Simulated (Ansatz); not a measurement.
A geometry relaxed with B3LYP-D3(BJ)/def2-TZVP run with Ansatz (an electronic-structure program), charge 0, multiplicity 1:

```xyz
12

H     -1.7838    -1.2840     1.3341
H     -3.1709     0.3024     0.1574
Si    -0.0588     0.7832    -0.2972
S      0.1859     2.1795     1.3438
H      0.3502     1.2301     2.2815
H      2.1467    -1.2291     0.7012
Si     1.8922    -0.4899    -0.5601
H      3.0506     0.3894    -0.8445
H     -0.2609     1.6621    -1.4759
H     -2.1340    -1.5271    -1.0380
Si    -1.9583    -0.5437     0.0599
H      1.7411    -1.4729    -1.6621
```

Task: Write the SMILES of this molecule.

Result: `[SiH3][SiH]([SiH3])S`
